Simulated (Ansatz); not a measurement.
C2H6O3Si, SMILES `C=C[Si](O)(O)O`, relaxed with RKS PBE0-D4/def2-TZVP in the Gaussian-basis code of Ansatz from a PBE-D4/def2-SVP geometry. The force threshold is 0.005 eV/Å; the program also tests the step.

The species carries charge 0 and has multiplicity 1.

Start:

```xyz
12

C    -1.492    1.337    0.388
C    -0.816    0.684   -0.580
Si    0.556   -0.519   -0.204
O     1.770   -0.180   -1.297
O     1.010   -0.385    1.409
O     0.158   -2.131   -0.403
H    -1.241    1.199    1.454
H    -2.317    2.038    0.168
H    -1.103    0.857   -1.634
H     2.455   -0.870   -1.350
H     1.279    0.511    1.675
H    -0.260   -2.540    0.374
```

By how much does the energy fall, and how many steps does the optimiser take? (Estimate.)

The calculation gave: 2.50 kcal/mol, in 14 steps, 4 of them rejected.

Which bonds change most? (Best estimate.)

The calculation gave: Si3–O5 from 1.681 to 1.643 Å; Si3–O6 from 1.672 to 1.637 Å; Si3–O4 from 1.668 to 1.633 Å; C1–C2 from 1.349 to 1.331 Å.

Give the relaxed structure. (An estimate is asked.)

Computed: 
```xyz
12

C    -1.492    1.326    0.374
C    -0.808    0.677   -0.564
Si    0.556   -0.512   -0.186
O     1.742   -0.182   -1.258
O     1.015   -0.380    1.386
O     0.149   -2.085   -0.382
H    -1.275    1.196    1.431
H    -2.302    2.010    0.135
H    -1.077    0.846   -1.605
H     2.421   -0.849   -1.373
H     1.336    0.475    1.678
H    -0.265   -2.521    0.364
```
